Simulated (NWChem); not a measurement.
System: Si2NH6OF; SMILES [Si@H](N)(F)[SiH2]O

The following NWChem deck was run.

```
start job
memory heap 200 mb stack 900 mb global 1100 mb
geometry units angstroms noautoz
  N     -1.079483    -1.941557    -0.235303
  Si     0.110624    -0.874364     0.401725
  F      1.612185    -1.090170    -0.207257
  Si    -0.564340     1.313017    -0.114255
  O      0.649891     2.450703     0.081896
  H     -1.409822    -1.855249    -1.188887
  H     -1.154880    -2.897067     0.093900
  H      0.210933    -1.196226     1.849690
  H     -1.115014     1.312268    -1.507637
  H     -1.655297     1.737698     0.799483
  H      1.507066     2.221803    -0.304296
end
basis spherical
  N library def2-svp
  Si library def2-svp
  F library def2-svp
  O library def2-svp
  H library def2-svp
end
dft
  xc mn15
  grid coarse
  iterations 150
  mulliken
end
task dft gradient
```

Excerpt of the output:

```
             Northwest Computational Chemistry Package (NWChem) 7.3.0
             --------------------------------------------------------

 C1  symmetry detected

                             Geometry "geometry" -> ""
                             -------------------------

 Output coordinates in angstroms (scale by  1.889725989 to convert to a.u.)

  No.       Tag          Charge          X              Y              Z
 ---- ---------------- ---------- -------------- -------------- --------------
    1 N                    7.0000    -1.09793293    -1.98434235    -0.22362895
    2 Si                  14.0000     0.09999446    -0.90456828     0.37646952
    3 F                    9.0000     1.58068972    -1.09475398    -0.28947919
    4 Si                  14.0000    -0.62438292     1.27637380    -0.09810025
    5 O                    8.0000     0.58022294     2.42995779     0.06105463
    6 H                    1.0000    -1.46477267    -1.89632276    -1.16361646
    7 H                    1.0000    -1.14758071    -2.94303683     0.10117663
    8 H                    1.0000     0.25872549    -1.23474483     1.81731913
    9 H                    1.0000    -1.22655676     1.27716936    -1.47001199
   10 H                    1.0000    -1.68637112     1.67922061     0.85864098
   11 H                    1.0000     1.42553357     2.21595715    -0.35839993

 Effective nuclear repulsion energy (a.u.)     302.7302908073

                                 NWChem DFT Module
                                 -----------------

 Summary of "ao basis" -> "ao basis" (spherical)
 ------------------------------------------------------------------------------
       Tag                 Description            Shells   Functions and Types
 ---------------- ------------------------------  ------  ---------------------
 N                          def2-svp                 6       14   3s2p1d
 Si                         def2-svp                 8       18   4s3p1d
 F                          def2-svp                 6       14   3s2p1d
 O                          def2-svp                 6       14   3s2p1d
 H                          def2-svp                 3        5   2s1p

            General Information
            -------------------
          SCF calculation type: DFT
          Wavefunction type:  closed shell.
          No. of atoms     :    11
          No. of electrons :    58
           Alpha electrons :    29
            Beta electrons :    29
          Charge           :     0
          Spin multiplicity:     1
          Use of symmetry is: off; symmetry adaption is: off
          Maximum number of iterations: 150
          AO basis - number of functions:   108
                     number of shells:    52
          Convergence on energy requested:  1.00D-06
          Convergence on density requested:  1.00D-05
          Convergence on gradient requested:  5.00D-04

              XC Information
              --------------
                         MN15 Method XC Functional
                     Hartree-Fock (Exact) Exchange  0.440
                          MN15 Exchange Functional  1.000
                        MN15 Correlation Potential  1.000

             Grid Information
             ----------------
          Grid used for XC integration:  coarse
          Radial quadrature: Mura-Knowles
          Angular quadrature: Lebedev.
          Tag              B.-S. Rad. Rad. Pts. Rad. Cut. Ang. Pts.
          ---              ---------- --------- --------- ---------
          N                   0.65       35          12.0       302
          Si                  1.10       70          11.0       302
          F                   0.50       35          11.0       302
          O                   0.60       35          13.0       302
          H                   0.35       35          13.0       302
          Grid pruning is: on
          Number of quadrature shells:   455
          Spatial weights used:  Erf1

      Superposition of Atomic Density Guess
      -------------------------------------

 Sum of atomic energies:        -808.70060955

      Non-variational initial energy
      ------------------------------

 Total energy =    -810.291398
 1-e energy   =   -1722.388583
 2-e energy   =     609.366894
 HOMO         =      -0.303580
 LUMO         =       0.010603

     ---------------------------------------------
      Total Density - Mulliken Population Analysis
     ---------------------------------------------

    Atom       Charge   Shell Charges
 -----------   ------   -------------------------------------------------------
    1 N    7     7.75   1.99  1.03  0.45  2.58  1.70  0.01
    2 Si  14    13.05   2.00  1.99  0.95  0.22  5.93  0.95  0.74  0.26
    3 F    9     9.59   1.99  1.15  0.78  3.53  2.14  0.00
    4 Si  14    13.38   2.00  1.99  0.99  0.26  5.94  1.05  0.98  0.19
    5 O    8     8.79   1.99  1.10  0.64  3.09  1.95  0.00
    6 H    1     0.75   0.59  0.12  0.04
    7 H    1     0.75   0.59  0.12  0.04
    8 H    1     1.11   0.71  0.39  0.01
    9 H    1     1.10   0.70  0.39  0.01
   10 H    1     1.09   0.70  0.38  0.01
   11 H    1     0.65   0.52  0.07  0.06

   convergence    iter        energy       DeltaE   RMS-Dens  Diis-err
 ---------------- ----- ----------------- --------- --------- ---------
 d= 0,ls=0.0,diis     1   -811.5345071929 -1.11D+03  1.31D-02  1.42D+00
 d= 0,ls=0.0,diis     2   -811.5247008593  9.81D-03  7.15D-03  1.42D+00
 d= 0,ls=0.0,diis     3   -811.6472654101 -1.23D-01  1.45D-03  9.16D-02
 d= 0,ls=0.0,diis     4   -811.6547812873 -7.52D-03  3.80D-04  3.60D-03
 d= 0,ls=0.0,diis     5   -811.6551200804 -3.39D-04  1.12D-04  4.55D-04
  Resetting Diis
 d= 0,ls=0.0,diis     6   -811.6551683484 -4.83D-05  2.70D-05  5.31D-06
 d= 0,ls=0.0,diis     7   -811.6551691318 -7.83D-07  8.90D-06  3.81D-07

         Total DFT energy =     -811.655169131797
      One electron energy =    -1726.516207274660
           Coulomb energy =      681.766626451735
    Exchange-Corr. energy =      -69.635879116187
 Nuclear repulsion energy =      302.730290807315

 Numeric. integr. density =       57.999930641934

                       DFT Final Molecular Orbital Analysis
                       ------------------------------------

 Vector   27  Occ=2.000000D+00  E=-3.519813D-01
              MO Center= -5.6D-01,  1.7D+00, -8.7D-02, r^2= 2.9D+00
   Bfn.  Coefficient  Atom+Function         Bfn.  Coefficient  Atom+Function
  ----- ------------  ---------------      ----- ------------  ---------------
    70      0.375681   5 O  pz               99     -0.291448  10 H  s
    73      0.269641   5 O  pz               94      0.264025   9 H  s
   100     -0.211681  10 H  s                95      0.194599   9 H  s
    56     -0.185030   4 Si pz               55     -0.121688   4 Si py
    67      0.100714   5 O  s                53      0.098198   4 Si pz

 Vector   28  Occ=2.000000D+00  E=-3.282750D-01
              MO Center= -8.9D-01, -1.7D+00, -9.4D-02, r^2= 2.1D+00
   Bfn.  Coefficient  Atom+Function         Bfn.  Coefficient  Atom+Function
  ----- ------------  ---------------      ----- ------------  ---------------
     4      0.432104   1 N  px                7     -0.354478   1 N  px
     6     -0.264343   1 N  pz                9      0.195313   1 N  pz
     5     -0.153948   1 N  py                8      0.131730   1 N  py
    37      0.109223   3 F  py               23      0.108012   2 Si py
    25     -0.102812   2 Si px               36      0.102848   3 F  px

 Vector   29  Occ=2.000000D+00  E=-3.022022D-01
              MO Center= -2.3D-01,  2.9D-01,  2.6D-02, r^2= 3.9D+00
   Bfn.  Coefficient  Atom+Function         Bfn.  Coefficient  Atom+Function
  ----- ------------  ---------------      ----- ------------  ---------------
    23      0.235018   2 Si py               55     -0.227119   4 Si py
    69      0.227656   5 O  py               17      0.184380   2 Si s
    94     -0.180019   9 H  s                72      0.176081   5 O  py
    89     -0.159475   8 H  s                95     -0.148320   9 H  s
     5      0.142788   1 N  py               70     -0.142839   5 O  pz

 Vector   30  Occ=0.000000D+00  E= 1.467500D-02
              MO Center= -2.8D-01,  5.8D-01,  8.6D-03, r^2= 4.4D+00
   Bfn.  Coefficient  Atom+Function         Bfn.  Coefficient  Atom+Function
  ----- ------------  ---------------      ----- ------------  ---------------
    57      0.578813   4 Si px               58      0.499500   4 Si py
    67     -0.491483   5 O  s                 3      0.402105   1 N  s
    25      0.364200   2 Si px              100      0.281844  10 H  s
    26      0.256838   2 Si py               18      0.191821   2 Si s
   105      0.185105  11 H  s                35     -0.179919   3 F  s

 Vector   31  Occ=0.000000D+00  E= 3.387010D-02
              MO Center= -2.6D-01, -1.2D-01,  4.4D-02, r^2= 4.4D+00
   Bfn.  Coefficient  Atom+Function         Bfn.  Coefficient  Atom+Function
  ----- ------------  ---------------      ----- ------------  ---------------
    59      0.619554   4 Si pz               27      0.593641   2 Si pz
    95      0.556116   9 H  s                90     -0.518701   8 H  s
   100     -0.491390  10 H  s                26      0.419817   2 Si py
     3      0.406142   1 N  s                58      0.367096   4 Si py
    50     -0.342712   4 Si s                18      0.301059   2 Si s

 Vector   32  Occ=0.000000D+00  E= 9.871429D-02
              MO Center= -6.5D-01, -5.3D-01, -2.2D-01, r^2= 6.2D+00
   Bfn.  Coefficient  Atom+Function         Bfn.  Coefficient  Atom+Function
  ----- ------------  ---------------      ----- ------------  ---------------
    18      1.207944   2 Si s                50     -0.993364   4 Si s
     3     -0.845111   1 N  s                58      0.707797   4 Si py
    85      0.585963   7 H  s                26      0.574527   2 Si py
    49     -0.541488   4 Si s                80      0.487073   6 H  s
    95      0.481648   9 H  s                90     -0.409514   8 H  s

     ---------------------------------------------
      Total Density - Mulliken Population Analysis
     ---------------------------------------------

    Atom       Charge   Shell Charges
 -----------   ------   -------------------------------------------------------
    1 N    7     7.37   1.98  0.95  0.43  2.51  1.48  0.01
    2 Si  14    13.43   2.00  1.97  0.97  0.16  5.93  1.24  0.79  0.37
    3 F    9     9.34   1.99  1.08  0.83  3.39  2.04  0.00
    4 Si  14    13.60   2.00  1.97  0.99  0.23  5.93  1.30  0.92  0.26
    5 O    8     8.40   1.99  1.04  0.67  2.93  1.77  0.01
    6 H    1     0.87   0.71  0.12  0.04
    7 H    1     0.86   0.70  0.11  0.04
    8 H    1     1.12   0.77  0.34  0.01
    9 H    1     1.12   0.76  0.34  0.01
   10 H    1     1.10   0.77  0.32  0.01
   11 H    1     0.80   0.67  0.06  0.07

     -------------------------------------------
      Total Density - Lowdin Population Analysis
     -------------------------------------------

    Atom       Charge   Shell Charges
 -----------   ------   -------------------------------------------------------
    1 N    7     7.22   1.97  0.69  0.44  2.29  1.81  0.02
    2 Si  14    13.59   2.00  1.92  0.63  0.34  5.82  1.27  1.03  0.58
    3 F    9     9.22   1.97  0.99  0.79  3.26  2.20  0.01
    4 Si  14    13.63   2.00  1.92  0.65  0.36  5.82  1.31  1.16  0.40
    5 O    8     8.23   1.97  0.86  0.61  2.75  2.02  0.01
    6 H    1     0.93   0.59  0.21  0.12
    7 H    1     0.93   0.59  0.21  0.12
    8 H    1     1.12   0.67  0.43  0.02
    9 H    1     1.12   0.66  0.44  0.02
   10 H    1     1.11   0.66  0.42  0.02
   11 H    1     0.91   0.55  0.18  0.18

     Multipole analysis of the density
     ---------------------------------

     L   x y z        total         alpha         beta         nuclear
     -   - - -        -----         -----         ----         -------
     0   0 0 0     -0.000000    -29.000000    -29.000000     58.000000

     1   1 0 0     -0.239020     -0.119510     -0.119510      0.000000
     1   0 1 0     -0.720810     -0.360405     -0.360405     -0.000000
     1   0 0 1     -0.409475     -0.204738     -0.204738     -0.000000

     2   2 0 0    -33.524777   -104.479337   -104.479337    175.433896
     2   1 1 0      4.251697     -3.460190     -3.460190     11.172077
     2   1 0 1      0.558141     -1.812043     -1.812043      4.182227
     2   0 2 0    -32.988039   -271.814371   -271.814371    510.640703
     2   0 1 1     -0.611369      1.372934      1.372934     -3.357237
     2   0 0 2    -32.917315    -36.004083    -36.004083     39.090851

            General Information
            -------------------
          SCF calculation type: DFT
          Wavefunction type:  closed shell.
          No. of atoms     :    11
          No. of electrons :    58
           Alpha electrons :    29
            Beta electrons :    29
          Charge           :     0
          Spin multiplicity:     1
          Use of symmetry is: off; symmetry adaption is: off
          Maximum number of iterations: 150
          AO basis - number of functions:   108
                     number of shells:    52
          Convergence on energy requested:  1.00D-06
          Convergence on density requested:  1.00D-05
          Convergence on gradient requested:  5.00D-04

              XC Information
              --------------
                         MN15 Method XC Functional
                     Hartree-Fock (Exact) Exchange  0.440
                          MN15 Exchange Functional  1.000
                        MN15 Correlation Potential  1.000

             Grid Information
             ----------------
          Grid used for XC integration:  coarse
          Radial quadrature: Mura-Knowles
          Angular quadrature: Lebedev.
          Tag              B.-S. Rad. Rad. Pts. Rad. Cut. Ang. Pts.
          ---              ---------- --------- --------- ---------
          N                   0.65       35          12.0       302
          Si                  1.10       70          11.0       302
          F                   0.50       35          11.0       302
          O                   0.60       35          13.0       302
          H                   0.35       35          13.0       302
          Grid pruning is: on
          Number of quadrature shells:   455
          Spatial weights used:  Erf1

          Convergence Information
          -----------------------
          Convergence aids based upon iterative change in
          total energy or number of iterations.
          Levelshifting, if invoked, occurs when the
          HOMO/LUMO gap drops below (HL_TOL):  1.00D-02
          DIIS, if invoked, will attempt to extrapolate
          using up to (NFOCK): 10 stored Fock matrices.

[...]

                         DFT ENERGY GRADIENTS

    atom               coordinates                        gradient
                 x          y          z           x          y          z
   1 N      -2.074792  -3.749863  -0.422597   -0.008956  -0.007304  -0.003086
   2 Si      0.188962  -1.709386   0.711424    0.007904   0.001556  -0.001648
   3 F       2.987070  -2.068785  -0.547036    0.001163  -0.000890  -0.000107
   4 Si     -1.179913   2.411997  -0.185383   -0.002026  -0.003130  -0.002165
   5 O       1.096462   4.591954   0.115377    0.002674   0.007851   0.002988
   6 H      -2.768019  -3.583530  -2.198916    0.002050  -0.000854   0.003082
   7 H      -2.168613  -5.561533   0.191196    0.000674   0.002893  -0.001357
   8 H       0.488920  -2.333329   3.434235   -0.000623  -0.001580   0.004011
   9 H      -2.317856   2.413500  -2.777920   -0.001720   0.000555  -0.003107
  10 H      -3.186779   3.173267   1.622596   -0.002103   0.002165   0.002523
  11 H       2.693868   4.187552  -0.677278    0.000963  -0.001262  -0.001133
```

Level: MN15/def2-SVP. The geometry was optimised at B3LYP/6-31G* (spherical d).
